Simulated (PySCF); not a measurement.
## YCl2: breathing scan

Level of theory: PySCF, UPBE, basis Y def2-SVP with ECP28, Cl def2-SVP (scalar-relativistic core potentials, no spin–orbit coupling, density fitting).

Rigid scan from the doublet minimum (Y–Cl 2.425 Å (×2); Cl–Y–Cl 124.0°). Coordinate: all bonds to the central atom scaled together. Energies in kJ/mol from the minimum.

Predict the curve at 0.88, 0.92, 0.96, 1.00, 1.04, 1.08, 1.14, 1.22, 1.35.


```csv
scale of all bonds to the centre,E (kJ/mol),dipole size (D),⟨S²⟩
0.88,162.5,1.96,0.75
0.92,63.1,2.32,0.75
0.96,13.8,2.71,0.75
1.00,0.0,3.11,0.75
1.04,10.8,3.53,0.75
1.08,38.4,3.96,0.75
1.14,99.4,4.58,0.75
1.22,199.0,5.38,0.75
1.35,367.9,6.49,0.76
```

Open d and f shells are described by one determinant, and the ground state may have another occupation or spin.

The scan took 10 s on 2 threads of a shared Intel Xeon 6975P-C (Granite Rapids) host; the process peaked at 0.65 GiB. Launch command: `OMP_NUM_THREADS=2 python axn.py task.json out`.
